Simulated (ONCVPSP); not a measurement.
**palladium (Pd), ONCV: configuration errors across variants**

palladium (Pd), optimised norm-conserving Vanderbilt (ONCV), made with ONCVPSP 4.0.1 (PBE, scalar-relativistic). Core [Ar] 3d10, reference 4s2 4p6 4d10. Waves: 4s: rc 1.55 bohr, ncon 3, nbas 7, qcut 9.1 1/bohr, 2 projectors, debl 0.6 Ha; 4p: rc 1.45 bohr, ncon 5, nbas 10, qcut 11.3 1/bohr, 2 projectors, debl 3.8 Ha; 4d: rc 1.35 bohr, ncon 4, nbas 7, qcut 6.2 1/bohr, local. Local part: the d channel. Core correction: polynomial model core, fcfact 0.65.

In the s channel the program set the typed energies aside and used -3.136, 0.250 Ha.

All-electron excitation energies from the reference (eV): (1) 4s2 4p6 4d9 9.115; (2) 4s2 4p6 4d8 29.934; (3) 4s1 4p6 4d10 91.568.

2 further variants failed, have other tests or too few solved ones, and are left out.

A true bound ghost makes a file unfit for plane-wave use even where its test errors are small: the radial tests pick states by their node count and pass the ghost by.

Errors AE − PS in meV (a dash: test not solved or not reliable):

```tsv
change	(1)	(2)	(3)	bound ghosts	GHOST(+) flags above zero
base	-1.2	-8.3	-237	p	s
d: qcut 6.9	-0.6	-5.0	-210	none	s, p
all radii but the core radius scaled by about 1.31 (s 2.04, p 1.90, d 1.78 bohr)	-9.7	-49	-727	p	s
s: nbas 6	-1.2	-8.3	-230	p	s
```

Task: Give the same row for: s: qcut 9.2; p: qcut 11.4.

Result: -1.2, -8.5, -230; bound ghosts: p; GHOST(+) flags above zero: s.
